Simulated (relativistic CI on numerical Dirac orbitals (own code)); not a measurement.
# Pm⁴⁺: 4f valence photoemission

Computed with this model: Dirac-Coulomb-Breit CI, orbitals from a KLI potential per configuration, model QED (radiative potential, 1s self-energy scaled to tabulated hydrogen-like ionisation energies), multiplet model of photoemission in the sudden approximation, unscaled Slater integrals; configurations [Xe] 4f3 → [Xe] 4f2; 300 K; Lorentzian 0.15 eV and Gaussian 0.3 eV FWHM. Energies are those of the free ion, without screening or charge transfer. The energies are binding energies and can lie tens of eV above those of solids. S is read from ⟨S²⟩ = S(S + 1).

Field parameters in Wybourne normalisation; cubic f-shell fields have B⁴₄ = √(5/14) B⁴₀ and B⁶₄ = −√(7/2) B⁶₀. The field is a parameter set, without covalency.

free ion: ground-state S = 1.48, centroid 61.00 eV. Peaks (eV, height): 60.7 (100), 61.8 (31).

Oh, B40 = -2770, B60 = -500 cm⁻¹: ground-state S = 1.48, centroid 61.01 eV. Peaks (eV, height): 60.7 (100), 61.8 (30).

Strongest unbroadened transitions for free ion:

```
Energy (eV)  Relative strength
      60.71              100.0
      61.14               14.6
      61.58                0.5
      61.76               29.1
      62.02                0.2
      62.04                3.5
      62.60                0.3
```
